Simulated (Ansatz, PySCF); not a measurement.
Ge(Cl)3(SH) (Cl3GeHS), SMILES [SH][Ge]([Cl])([Cl])[Cl].

Geometry: B3LYP-D3(BJ)/def2-SVP. The structure was generated by enumeration, and PubChem lists no compound with its InChIKey, so it may never have been made. Other conformers were not sampled.

Vertical ionisation energy (IE) and electron affinity (EA) in eV. Rows of orbital energies are one-electron estimates. Where ΔSCF, EOM or ADC give a negative EA the extra electron is unbound and the value depends on the basis.

| level | IE | EA |
|---|---|---|
| −ε(HOMO), −ε(LUMO), PBE0/def2-TZVP (PySCF) | 8.38 | 2.30 |
| −ε(HOMO), −ε(LUMO), PBE/def2-TZVP (PySCF) | 7.08 | 3.23 |
| ΔSCF, PBE/def2-SVPD (Ansatz), final states of multiplicity 2 and 2 | 10.11 | 1.02 |

Q: What vertical singlet–triplet gap does ΔSCF give with PBE/def2-SVPD (Ansatz, a first-principles code)? (An estimate is asked for; the answer gives what the named calculation found.)

A: 4.04 eV (triplet above singlet where positive).
